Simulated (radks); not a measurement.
Task: Species: Tb III. Configuration: [Xe] 4f5.5 5d2 6s1.5 (fractional occupations, a model configuration). Method: Dirac Kohn-Sham, LDA (Slater exchange, Perdew-Wang correlation), spin-unpolarised, spherical densities, point nucleus; open shells fill j = l - 1/2 first; computed with a radial shooting solver on a logarithmic mesh with Libxc functionals. Some entries of the table are withheld. Estimate them.

orbital  occ.  eigenvalue (eV)  <1/r> (bohr^-1)  <r^2> (bohr^2)
1s1/2       2        -51802.18            73.06       0.0006324
2s1/2       2        -8623.507            17.46        0.009843
2p1/2       2        -8199.418            17.44        0.007132
2p3/2       4        -7453.924            15.35        0.008362
3s1/2       2        -1952.520            6.368         0.06555
3p1/2       2        -1767.842            6.286         0.06093
3p3/2       4        -1614.112            5.753         0.06795
3d3/2       4        -1294.840            5.634         0.05405
3d5/2       6        -1261.305            5.503         0.05601
4s1/2       2        -424.5078              (1)          0.3276
4p1/2       2        -351.9634            2.580          0.3427
4p3/2       4        -316.8807            2.398          0.3800
4d3/2       4        -196.9113            2.190             (2)
4d5/2       6        -190.4593            2.146             (3)
5s1/2       2              (4)              (5)           1.742
5p1/2       2         -57.5862           0.9743           2.111
5p3/2       4         -51.8631           0.9096           2.370
4f5/2     5.5         -46.6216            1.709             (6)
4f7/2       0         -45.6219            1.693             (7)
5d3/2       2         -22.6465           0.6641           4.404
5d5/2       0         -22.0397           0.6500           4.577
6s1/2     1.5         -18.9146           0.4236           10.16

Result: 
(1) 4s1/2 <1/r> (bohr^-1): 2.683
(2) 4d3/2 <r^2> (bohr^2): 0.4268
(3) 4d5/2 <r^2> (bohr^2): 0.4409
(4) 5s1/2 eigenvalue (eV): -79.2503
(5) 5s1/2 <1/r> (bohr^-1): 1.081
(6) 4f5/2 <r^2> (bohr^2): 0.6705
(7) 4f7/2 <r^2> (bohr^2): 0.6839
